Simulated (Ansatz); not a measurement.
Input for Ansatz (a quantum-chemistry and plane-wave program): U-r2SCAN/cc-pV(T+d)Z on SiC, 2S+1 = 3, a point of a bond scan (R = 5.484 Å). Files ending in .json are basis or fitting sets from the Basis Set Exchange.

Ansatz 0.2 input:
```yaml
crystal:
  periodic: [false, false, false]
  atoms:
    - {symbol: Si, position_ang: [-0.00000000, -0.00000000, -0.51408316]}
    - {symbol: C, position_ang: [0.00000000, 0.00000000, 4.96947050]}
basis:
  gaussian:
    orbitals: cc-pV_T+d_Z.json
hamiltonian:
  xc: {name: r2SCAN}
magnetization: {spin_polarized: true, initial_magnetization: 2}
```

The head of its log:

```
WARN ansatz: RAYON_NUM_THREADS=1 ignored (pool sized by the plan → 1); use --threads N
Functional definition: r2SCAN
integrals: 0.01 GiB planned
462 factors; their error is unknown
mean field: 0.15 GiB planned
mean field evaluation 1: about -8868.7187 eV, gradient 4.0e1 eV
mean field evaluation 2: about -8704.8193 eV, gradient 7.1e1 eV
```

### Question
Predict the final total energy.

### Answer
-327.1696 hartree. Its determinant has ⟨S²⟩ = 3.03, a mixture of spin states.
